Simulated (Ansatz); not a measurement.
Ansatz (an electronic-structure program) input (B3LYP-D3(BJ)/def2-TZVP):

Ansatz 0.2 input:
```yaml
crystal:
  periodic: [false, false, false]
  atoms:
    - {symbol: V, position_ang: [-0.05181112, 0.01087036, -0.03127646]}
    - {symbol: O, position_ang: [-1.23871024, -1.12010977, -0.12892581]}
    - {symbol: O, position_ang: [-0.29708743, 1.44233169, -0.79817867]}
    - {symbol: F, position_ang: [1.49755967, -0.31419930, 0.90402161]}
basis:
  gaussian:
    orbitals: def2-TZVP
hamiltonian:
  xc: b3lyp
  dispersion: d3bj
total_charge: -1
magnetization: {spin_polarized: true, initial_magnetization: 1}
phonons: {temperatures: {t_min: 298.15, t_max: 298.15, t_step: 100}}
```

Output:

```
Functional definition: B3LYP
integrals: 0.06 GiB planned
935 factors; their error is unknown
mean field: 0.70 GiB planned
mean field evaluation 1: about -32496.9383 eV, gradient 5.5e1 eV
mean field evaluation 2: about -32040.2924 eV, gradient 3.8e2 eV
mean field evaluation 4: about -32505.4383 eV, gradient 2.6e1 eV
mean field evaluation 8: about -32507.3439 eV, gradient 4.1e-1 eV
mean field evaluation 16: about -32507.4203 eV, gradient 2.9e-3 eV
mean field -32507.42029399 eV, -1194.6256614831 hartree, gradient 1.4e-5 eV, S^2 0.760228; 1 other end points of the search recorded, 0 dependent functions left out
the calculation of the forces begins
reference -32507.42053901 eV, -1194.6256704876 hartree; 25, 24 occupied and 113, 114 virtual orbitals, 935 factors
these checks for a lower state are left out or cut short: stability, starts, cluster_reference, orbital_swaps, neighbouring_geometries, increment
integrals: 0.06 GiB planned
935 factors; their error is unknown
mean field: 0.70 GiB planned
mean field evaluation 32: about -32507.4202 eV, gradient 2.0e-6 eV
mean field -32507.42017306 eV, -1194.6256570393 hartree, gradient 2.0e-6 eV, S^2 0.760277; 0 other end points of the search recorded, 0 dependent functions left out
the calculation of the forces begins
reference -32507.42041809 eV, -1194.6256660439 hartree; 25, 24 occupied and 113, 114 virtual orbitals, 935 factors
these checks for a lower state are left out or cut short: stability, starts, cluster_reference, orbital_swaps, neighbouring_geometries, increment
integrals: 0.06 GiB planned
935 factors; their error is unknown
mean field: 0.70 GiB planned
mean field -32507.42017651 eV, -1194.6256571660 hartree, gradient 1.3e-6 eV, S^2 0.760181; 0 other end points of the search recorded, 0 dependent functions left out
the calculation of the forces begins
reference -32507.42042153 eV, -1194.6256661702 hartree; 25, 24 occupied and 113, 114 virtual orbitals, 935 factors
these checks for a lower state are left out or cut short: stability, starts, cluster_reference, orbital_swaps, neighbouring_geometries, increment
integrals: 0.06 GiB planned
935 factors; their error is unknown
mean field: 0.70 GiB planned
mean field -32507.42021268 eV, -1194.6256584954 hartree, gradient 1.2e-6 eV, S^2 0.760166; 0 other end points of the search recorded, 0 dependent functions left out
the calculation of the forces begins
reference -32507.42045773 eV, -1194.6256675007 hartree; 25, 24 occupied and 113, 114 virtual orbitals, 935 factors
these checks for a lower state are left out or cut short: stability, starts, cluster_reference, orbital_swaps, neighbouring_geometries, increment
integrals: 0.06 GiB planned
935 factors; their error is unknown
mean field: 0.70 GiB planned
mean field -32507.42024559 eV, -1194.6256597047 hartree, gradient 2.0e-6 eV, S^2 0.760291; 0 other end points of the search recorded, 0 dependent functions left out
the calculation of the forces begins
reference -32507.42049059 eV, -1194.6256687082 hartree; 25, 24 occupied and 113, 114 virtual orbitals, 935 factors
these checks for a lower state are left out or cut short: stability, starts, cluster_reference, orbital_swaps, neighbouring_geometries, increment
integrals: 0.06 GiB planned
935 factors; their error is unknown
mean field: 0.70 GiB planned
mean field -32507.42024422 eV, -1194.6256596542 hartree, gradient 1.7e-6 eV, S^2 0.760183; 0 other end points of the search recorded, 0 dependent functions left out
the calculation of the forces begins
reference -32507.42048928 eV, -1194.6256686602 hartree; 25, 24 occupied and 113, 114 virtual orbitals, 935 factors
these checks for a lower state are left out or cut short: stability, starts, cluster_reference, orbital_swaps, neighbouring_geometries, increment
integrals: 0.06 GiB planned
935 factors; their error is unknown
mean field: 0.70 GiB planned
mean field evaluation 64: about -32507.4203 eV, gradient 1.6e-6 eV
mean field -32507.42026902 eV, -1194.6256605656 hartree, gradient 1.6e-6 eV, S^2 0.760275; 0 other end points of the search recorded, 0 dependent functions left out
the calculation of the forces begins
reference -32507.42051400 eV, -1194.6256695685 hartree; 25, 24 occupied and 113, 114 virtual orbitals, 935 factors
these checks for a lower state are left out or cut short: stability, starts, cluster_reference, orbital_swaps, neighbouring_geometries, increment
integrals: 0.06 GiB planned
935 factors; their error is unknown
mean field: 0.70 GiB planned
mean field -32507.42028947 eV, -1194.6256613171 hartree, gradient 1.3e-6 eV, S^2 0.760237; 0 other end points of the search recorded, 0 dependent functions left out
the calculation of the forces begins
reference -32507.42053447 eV, -1194.6256703207 hartree; 25, 24 occupied and 113, 114 virtual orbitals, 935 factors
these checks for a lower state are left out or cut short: stability, starts, cluster_reference, orbital_swaps, neighbouring_geometries, increment
integrals: 0.06 GiB planned
935 factors; their error is unknown
mean field: 0.70 GiB planned
mean field -32507.42025623 eV, -1194.6256600955 hartree, gradient 2.2e-6 eV, S^2 0.760220; 0 other end points of the search recorded, 0 dependent functions left out
the calculation of the forces begins
reference -32507.42050127 eV, -1194.6256691008 hartree; 25, 24 occupied and 113, 114 virtual orbitals, 935 factors
Total energy: -32507.52465718 eV, -1194.6294967598 hartree
Atom 0 at    -0.051811     0.010870    -0.031276 Å, force    -0.001006     0.000211    -0.000607 eV/Å
Atom 1 at    -1.238710    -1.120110    -0.128926 Å, force    -0.000162     0.000339    -0.000235 eV/Å
Atom 2 at    -0.297087     1.442332    -0.798179 Å, force    -0.000370    -0.000227    -0.000087 eV/Å
Atom 3 at     1.497560    -0.314199     0.904022 Å, force     0.001538    -0.000323     0.000928 eV/Å
Dipole moment:     0.314362    -0.065956     0.189769 e Å
Vibrations: 116.21 228.16 317.55 608.84 969.73 971.05 cm⁻¹, zero-point energy 0.199090 eV
```

The spin state was set by rule; other spins were not relaxed.
